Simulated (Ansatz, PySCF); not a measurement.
This Ansatz (a first-principles code) input computes a r2SCAN/def2-TZVPD energy:

Ansatz 0.2 input:
```yaml
crystal:
  periodic: [false, false, false]
  atoms:
    - {symbol: Se, position_ang: [-0.00000000, -0.00000000, -0.04214025]}
    - {symbol: H, position_ang: [0.00000000, 0.00000000, 1.43276842]}
basis:
  gaussian:
    orbitals: def2-TZVPD
hamiltonian:
  xc: {name: r2SCAN}
magnetization: {spin_polarized: true, initial_magnetization: 1}
output: {forces: true}
```

Write an input for the same energy in PySCF and say what it gives.


```python
from pyscf import gto, scf, dft

mol = gto.M(
    atom='''
    Se   -0.00000000   -0.00000000   -0.04214025
    H     0.00000000    0.00000000    1.43276842
    ''',
    basis='def2-tzvpd',
    charge=0,
    spin=1,
    symmetry='C2v',
    verbose=4,
)

mf = dft.UKS(mol, xc='r2scan').density_fit(auxbasis='def2-universal-jkfit')
mf.grids.level = 4
mf.conv_tol = 1e-9
mf.max_cycle = 100
mf.max_memory = 1500
mf.kernel()
if not mf.converged:
    mf = mf.newton()
    mf.kernel(mf.make_rdm1())
mf.analyze()
```
It gives -2402.10179 Eh, and Ansatz -2402.10175 Eh, a difference of 0.04 mEh, from the treatment of integrals and grids.
